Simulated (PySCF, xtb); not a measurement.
Si(H)3(OAc) (C₂H₆O₂Si), SMILES O(C(=O)C)[SiH3].

Harmonic wavenumbers (cm⁻¹) from GFN2-xTB run with xtb at its own minimum, in rising order: 63, 99, 105, 127, 353, 558, 569, 623, 631, 747, 767, 779, 797, 964, 1004, 1011, 1226, 1364, 1443, 1444, 1770, 2306, 2318, 2333, 3028, 3035, 3065.

Task: What does r2SCAN-D4/def2-SVP (PySCF 2.14.0) give at its own minimum? (The exact figures need the calculation; the answer reports its results.)

Result: 96, 125, 151, 215, 377, 579, 598, 697, 711, 793, 938, 942, 958, 963, 1014, 1043, 1282, 1376, 1434, 1443, 1815, 2258, 2270, 2271, 3057, 3150, 3201. Paired by order, the mean absolute difference is 58 cm⁻¹ and the zero-point energies are 46.5 and 48.3 kcal/mol.
